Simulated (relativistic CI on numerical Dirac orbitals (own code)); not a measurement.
## Slater and spin-orbit integrals, Tl LV

Method of calculation: Dirac-Coulomb-Breit CI, orbitals from a KLI potential per configuration, model QED, unscaled Slater integrals (own radial code, finite nucleus).

Slater integrals F^k, G^k are unscaled and averaged over j, outside the closed core [Ne]; ζ comes from projecting the Hamiltonian with its Breit term on Σ l·s of the shell.

- 3s²3p⁶3d⁹: ζ(3d) = 332590 cm⁻¹; <r>(3d) = 0.1559, <r^2>(3d) = 0.02822 (bohr units).
- 3s²3p⁵3d¹⁰: ζ(3p) = 2.6102e+06 cm⁻¹; <r>(3p) = 0.1725, <r^2>(3p) = 0.03457 (bohr units).
- 3s²3p⁶3d⁸4s: F^2(3d,3d) = 657320, F^4(3d,3d) = 424180, ζ(3d) = 336920, G^2(3d,4s) = 70284 cm⁻¹; <r>(3d) = 0.1551, <r^2>(3d) = 0.02791, <r>(4s) = 0.3366, <r^2>(4s) = 0.1277 (bohr units).

Task: Give the Racah parameters of the d shell in 3s²3p⁶3d⁸4s.

Result: B = F²/49 − 5F⁴/441 = 8605 cm⁻¹ and C = 35F⁴/441 = 33665 cm⁻¹.

Averages of the first 10 configurations, taken without configuration mixing, which lowers the lowest level and can move excited configurations by several eV; other configurations of the list can lie among them:

```tsv
Configuration	Parity	States	Average energy above the lowest level (eV)
3s²3p⁶3d⁹	even	10	41.6
3s²3p⁵3d¹⁰	odd	6	700.3
3s3p⁶3d¹⁰	even	2	1301.2
3s²3p⁶3d⁸4s	even	90	2123.6
3s²3p⁶3d⁸4p	odd	270	2350.6
3s²3p⁴3d¹⁰4s	even	30	3429.6
3s²3p⁶3d⁸4d	even	450	2596.8
3s²3p⁴3d¹⁰4p	odd	90	3657.2
3s²3p⁵3d⁹4s	odd	120	2772.0
3s²3p⁶3d⁸4f	odd	630	2790.9
```
